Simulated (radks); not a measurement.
The numbers below are computed, except where a source is named.
Task: The mean radii <r> (bohr) of the occupied orbitals of an atom or ion are listed with their occupations. Level of theory: Dirac Kohn-Sham, BLYP, spin-unpolarised, spherical densities, finite nucleus; Fermi nuclear charge, rms radius of each element as measured or else 0.836 A^(1/3) + 0.57 fm (a radial shooting solver on a logarithmic mesh with Libxc functionals).

| orbital | occ. | <r> |
|---|---|---|
| 1s1/2 | 2 | 0.01932 |
| 2s1/2 | 2 | 0.08056 |
| 2p1/2 | 2 | 0.06683 |
| 2p3/2 | 4 | 0.07423 |
| 3s1/2 | 2 | 0.1982 |
| 3p1/2 | 2 | 0.1868 |
| 3p3/2 | 4 | 0.1982 |
| 4s1/2 | 2 | 0.3774 |

Name the element and its charge. Open shells, if any, fill j = l - 1/2 first.

Result: Z = 71, lutetium, charge +51: Lu51+ in [Ar] 4s2. The 1s radius gives Z: for a bare nucleus <r> = (2 gamma + 1)/(2Z) with gamma = sqrt(1 - (Z/c)^2), 0.01909 bohr for Z = 71, and screening makes it slightly larger (0.01932 here). The occupations add up to 20, and the charge is Z minus that.
